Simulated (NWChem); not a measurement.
Species: C4H5N2 cation; SMILES [nH+]1ccncc1

Computed with NWChem. Geometry: optimised at PBE0/def2-SVP. Level: M05-2X/def2-SVP with SMD (1 M gas to 1 M solution), gas-phase geometry. Reactions with the solvent are ignored.

| solvent | dielectric constant | solvation free energy (kcal/mol) | cavity-dispersion-structure term (kcal/mol) |
|---|---|---|---|
| water | 78.4 | -65.8 | 2.1 |
| tetrahydrofuran | 7.43 | -59.7 | -0.4 |
| diethyl ether | 4.24 | -53.3 | -1.2 |
| benzene | 2.27 | -39.7 | -1.7 |
| ethylene glycol | 40.2 | -63.7 | 3.4 |
| toluene | 2.37 | -40.9 | -1.6 |
| 2-propanol | 19.3 | ___ | ___ |

Task: What belongs in the gaps?

Result: 
- 2-propanol, solvation free energy (kcal/mol): -64.7
- 2-propanol, cavity-dispersion-structure term (kcal/mol): 0.5
